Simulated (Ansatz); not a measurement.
Consider the formal loss of a carbene: `C=C[CH2][GaH2]` → `C=[CH][GaH2]` + `[CH2]` (triplet).

Program: Ansatz. Geometries: PBE0-D4/def2-TZVP. ΔE: electronic, gas phase. CBS: MP2 limit from def2 TZ/QZ plus the TZ coupled-cluster correction, frozen cores. This one scheme is used for every species. DFT in def2-TZVPP. B3LYP here is the variant with VWN-RPA as its local correlation; programs differ in this. HSE06 is defined as in plane-wave codes. Triplets are unrestricted, without spin–orbit coupling. For Ga outer-core shells are correlated without core-valence functions, which leaves a few kJ/mol of doubt a bond. Scalar relativity is left out up to krypton. One conformer a species, not always the lowest.

`C=C[CH2][GaH2]`:

Cartesian coordinates in Å:
```
C -0.645 1.278 -0.295
C 0.076 0.628 0.649
C 1.190 -0.283 0.379
Ga -0.325 -1.363 -0.419
H -1.541 1.824 -0.031
H -0.301 1.353 -1.321
H -0.323 0.619 1.662
H 1.861 0.020 -0.421
H 1.711 -0.648 1.256
H -1.322 -2.112 0.521
H -0.382 -1.317 -1.978
```

`C=[CH][GaH2]`:

```xyz
8

C    -0.463    1.262   -0.356
C    -0.143    0.008   -0.676
Ga    0.519   -1.223    0.684
H    -0.366    1.636    0.661
H    -0.835    1.978   -1.087
H    -0.266   -0.297   -1.714
H     0.649   -0.658    2.145
H     0.905   -2.706    0.345
```

`[CH2]` (triplet):

Z-matrix (Å, degrees):
```
C
H 1 1.079
H 1 1.079 2 134.9
```

| level | ΔE (kJ/mol) | difference from CCSD(T)/CBS |
| --- | --- | --- |
| LDA (SPW92) | 543.8 | 96.4 |
| PBE-D4 | 461.2 | 13.8 |
| revPBE-D4 | 445.3 | -2.1 |
| BLYP-D4 | 434.9 | -12.5 |
| r2SCAN-D4 | 433.4 | -14.0 |
| B97M-V | 450.1 | 2.7 |
| PBE0-D4 | 449.5 | 2.1 |
| B3LYP-D4 | 434.0 | -13.4 |
| r2SCANh-D4 | 430.5 | -16.9 |
| r2SCAN0-D4 | 426.5 | -20.9 |
| HSE06-D4 | 449.9 | 2.5 |
| CAM-B3LYP-D4 | 435.8 | -11.6 |
| ωB97X-V | 451.3 | 3.9 |
| B2PLYP | 431.8 | -15.6 |
| PBE | 452.9 | 5.5 |
| revPBE | 420.7 | -26.7 |
| r2SCAN | 431.4 | -16.0 |
| PBE0 | 442.5 | -4.9 |
| B3LYP | 420.6 | -26.8 |
| r2SCANh | 428.4 | -19.0 |
| r2SCAN0 | 424.1 | -23.3 |
| HSE06 | 443.4 | -4.0 |
| BHLYP | 408.0 | -39.4 |
| CAM-B3LYP | 428.8 | -18.6 |
| LC-ωPBE | 431.7 | -15.7 |
| RPA@PBE/def2-TZVPP | 424.8 | -22.6 |
| HF/def2-SVP | 272.8 | -174.6 |
| MP2/def2-SVP | 433.3 | -14.1 |
| CCSD/def2-SVP | 405.4 | -42.0 |
| CCSD(T)/def2-SVP | 417.7 | -29.7 |
| HF/def2-TZVPP | 269.8 | -177.6 |
| SCS-MP2/def2-TZVPP | 444.6 | -2.8 |
| CCSD/def2-TZVPP | 417.6 | -29.8 |
| CCSD(T)/def2-TZVPP | 433.7 | -13.7 |
| HF/def2-QZVPP | 269.2 | -178.2 |
| MP2/def2-QZVPP | 461.4 | 14.0 |
| SCS-MP2/def2-QZVPP | 453.0 | 5.6 |
| HF/CBS(def2) | 269.1 | -178.3 |
| MP2/CBS(def2) | 467.5 | 20.1 |
| CCSD/CBS(def2) | 431.3 | -16.1 |
| CCSD(T)/CBS | 447.4 | 0 |

Largest T1 diagnostic among the species: 0.013.

At CCSD(T), def2-SVP lies −29.7 kJ/mol from the extrapolated value and def2-TZVPP −13.7 kJ/mol. From PBE to PBE0 (25 % exact exchange), in def2-TZVPP and without D4, ΔE moves by −10.4 kJ/mol. In def2-TZVPP, CCSD(T) changes the Hartree–Fock value by +163.9 kJ/mol (the triples alone add +16.1 kJ/mol) and MP2 by +183.9 kJ/mol.
